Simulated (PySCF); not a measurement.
## Solvent effects on NMR parameters

Cartesian coordinates in Å; atom numbers follow the order of the lines, from 1:
```xyz
19

C    -2.9252   -0.4504   -0.6542
C    -1.7178   -0.8701   -0.2736
C    -0.9832   -0.3800    0.9349
C     0.3687    0.2447    0.6039
O     1.1564   -0.6843   -0.0833
Si    2.8222   -0.6445   -0.2676
C     0.2249    1.5047   -0.2320
F    -0.4776    2.4297    0.4563
F     1.4606    2.0150   -0.4716
H    -3.4118   -0.8514   -1.5472
H    -3.4756    0.3046   -0.0827
H    -1.1923   -1.6238   -0.8709
H    -1.5867    0.3530    1.4913
H    -0.7809   -1.2268    1.6122
H     0.8588    0.5642    1.5455
H     3.4333    0.0430    0.9101
H     3.2598   -2.0675   -0.3164
H     3.2308    0.0336   -1.5298
H    -0.2698    1.3229   -1.2007
```

GIAO PBE0/pcSseg-1 in PySCF on one PBE0-D3(BJ)/def2-SVP conformer, non-relativistic, equivalent nuclei averaged. Solvents enter as an IEF-PCM continuum (tetrahydrofuran with ε = 7.4, methanol with ε = 32.6) around the gas-phase geometry. Shifts are referred to TMS, CFCl3 computed in the same medium.

Gas phase, δ in ppm: C2 142.3, C1 126.6, C7 119.5, C4 77.0, C3 39.4, Si6 -24.4, F8 -146.1, F9 -149.0, H12 6.36, H19 5.54, H10 5.48, H11 5.47, H16/H17/H18 4.88, H15 3.41. Dipole moment 1.02 D.

(1) How does each δ change in the continuum?

(2) Which of the listed nuclei move most (in ppm), and what does the model miss? (N and O are left out, as their reference compounds move with the solvent too.)

Answers

(1) 
```json
{"atoms": "C2", "environment": "alkene CH", "Δδ, tetrahydrofuran": "+1.7", "Δδ, methanol": "+2.1"}
{"atoms": "C1", "environment": "terminal =CH2 carbon", "Δδ, tetrahydrofuran": "+0.8", "Δδ, methanol": "+0.9"}
{"atoms": "C7", "environment": "sp3 CH bonded to 2 F", "Δδ, tetrahydrofuran": "+1.4", "Δδ, methanol": "+1.7"}
{"atoms": "C4", "environment": "sp3 CH bonded to O", "Δδ, tetrahydrofuran": "+0.5", "Δδ, methanol": "+0.6"}
{"atoms": "C3", "environment": "allylic sp3 CH2", "Δδ, tetrahydrofuran": "+0.5", "Δδ, methanol": "+0.6"}
{"atoms": "Si6", "environment": "silicon bonded to O, 3 H", "Δδ, tetrahydrofuran": "0.0", "Δδ, methanol": "0.0"}
{"atoms": "F8", "environment": "fluorine of a CF2 group", "Δδ, tetrahydrofuran": "-0.7", "Δδ, methanol": "-0.7"}
{"atoms": "F9", "environment": "fluorine of a CF2 group", "Δδ, tetrahydrofuran": "-0.6", "Δδ, methanol": "-0.7"}
{"atoms": "H12", "environment": "hydrogen on an alkene CH", "Δδ, tetrahydrofuran": "+0.03", "Δδ, methanol": "+0.03"}
{"atoms": "H19", "environment": "hydrogen on an sp3 CH bonded to 2 F", "Δδ, tetrahydrofuran": "+0.14", "Δδ, methanol": "+0.16"}
{"atoms": "H10", "environment": "hydrogen on a terminal =CH2 carbon", "Δδ, tetrahydrofuran": "+0.08", "Δδ, methanol": "+0.09"}
{"atoms": "H11", "environment": "hydrogen on a terminal =CH2 carbon", "Δδ, tetrahydrofuran": "+0.09", "Δδ, methanol": "+0.11"}
{"atoms": "H16/H17/H18", "environment": "hydrogen on a silicon bonded to O", "Δδ, tetrahydrofuran": "-0.03", "Δδ, methanol": "-0.04"}
{"atoms": "H15", "environment": "hydrogen on an sp3 CH bonded to O", "Δδ, tetrahydrofuran": "+0.20", "Δδ, methanol": "+0.25"}
```

Changes are relative to the gas phase. The dipole moment becomes 1.14 D in tetrahydrofuran, 1.15 D in methanol.

(2) C2 (alkene CH, +2.1 ppm) in methanol. A continuum only polarises the solute; specific hydrogen bonds, the anisotropy of aromatic solvents and changes of geometry or conformer are outside it.
